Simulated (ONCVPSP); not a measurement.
**How hard is this Cl ONCV potential?**

| Quantity | Value |
| --- | --- |
| Element | Cl (Z = 17) |
| Generator | ONCVPSP 4.0.1 |
| Type | optimised norm-conserving Vanderbilt (ONCV) |
| Functional | PBE |
| Relativity | fully relativistic |
| Frozen core | [Ne] |
| Valence charge | 7 |
| Reference configuration | 3s2 3p5 |
| Partial waves | 3s: rc 1.40 bohr, ncon 3, nbas 6, qcut 6.1 1/bohr, 1 projector; 3p: rc 1.10 bohr, ncon 3, nbas 8, qcut 6.1 1/bohr, 2 projectors, debl 0.4 Ha |
| Local potential | polynomial inside 0.85 bohr (lpopt 5, dvloc0 -1 Ha) |
| Core correction | Teter function, fcfact 3.25, rcfact 1.1 |

Open shells are filled in proportion to 2j + 1.

Q: For each optimised wave give the share of its norm inside rc, the residual kinetic energy above qcut (Ha) and the cutoffs (Ha) for errors of 10, 1, 0.1 and 0.01 mHa per electron.

A:

```csv
wave,norm inside rc,residual KE,10 mHa,1 mHa,0.1 mHa,0.01 mHa
3s,0.461,1.0e-04,11.1,15.2,19.5,48.2
3p j=3/2,0.155,1.6e-04,5.2,8.1,32.3,209.1
p projector 2 j=3/2,0.015,7.6e-05,3.2,5.6,13.8,88.9
3p j=1/2,0.158,1.5e-04,5.3,8.4,29.2,196.9
p projector 2 j=1/2,0.015,7.3e-05,3.3,5.6,13.6,90.9
```

The occupied waves need 15 Ha and 32 Ha for 1 and 0.1 mHa. Note: ghosts flagged at negative energy: s at -47.7 eV; GHOST(+) flags only above 600 eV. A true bound ghost makes a file unfit for plane-wave use.
